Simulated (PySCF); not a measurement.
A side-by-side comparison of computed properties.

First species: C₆H₁₃ClSi₂.
Geometry (GFN2-xTB, Å), atoms numbered from 1 in this order:
```
atom  x, y, z in Å
C1    -2.288   -1.711    0.478
C2    -1.942   -0.385   -0.093
C3    -2.664    0.741   -0.183
Si4   -1.311    1.735   -1.030
C5    -0.609   -0.043   -0.726
C6     0.590   -0.188    0.201
C7     1.872    0.322   -0.456
Si8    3.392    0.241    0.682
Cl9    3.590   -1.635    1.403
H10   -3.310   -1.721    0.850
H11   -1.611   -1.957    1.296
H12   -2.177   -2.485   -0.283
H13   -3.678    0.888    0.152
H14   -1.485    2.126   -2.428
H15   -0.674    2.809   -0.267
H16   -0.430   -0.642   -1.624
H17    0.723   -1.239    0.478
H18    0.398    0.373    1.120
H19    1.713    1.353   -0.777
H20    2.052   -0.256   -1.366
H21    4.610    0.561   -0.058
H22    3.227    1.134    1.828
```

Second species: C7H12N2O.
SMILES: `C=CC1=NN(C)C[C@@H]1OC`

Levels: PBE0/pcSseg-1 for HOMO energy, LUMO energy and HOMO–LUMO gap. Geometries: GFN2-xTB. Each species is one conformer at its optimised geometry, gas phase, non-relativistic unless stated. Electronic properties by PySCF.

The conformers computed, where there is a choice (atom-mapped SMILES and torsion angles):
- `[CH3:1][C:2]1=[CH:3][SiH2:4][C@H:5]1[CH2:6][CH2:7][SiH2:8][Cl:9]`: Si4–C5–C6–C7 -73°, C5–C6–C7–Si8 177°, C6–C7–Si8–Cl9 54°

The conformers of `C=CC1=NN(C)C[C@@H]1OC` aren't listed.

Values for the first species:

* HOMO energy: -7.29 eV
* LUMO energy: 0.06 eV
* HOMO–LUMO gap: 7.35 eV

(1) Estimate the same properties for the second species, and the change in each.

## Answers

(1) 
| property | first | second | second less first |
| --- | --- | --- | --- |
| HOMO energy | -7.29 eV | -5.57 eV | +1.72 eV |
| LUMO energy | 0.06 eV | -0.63 eV | -0.69 eV |
| HOMO–LUMO gap | 7.35 eV | 4.94 eV | -2.41 eV |

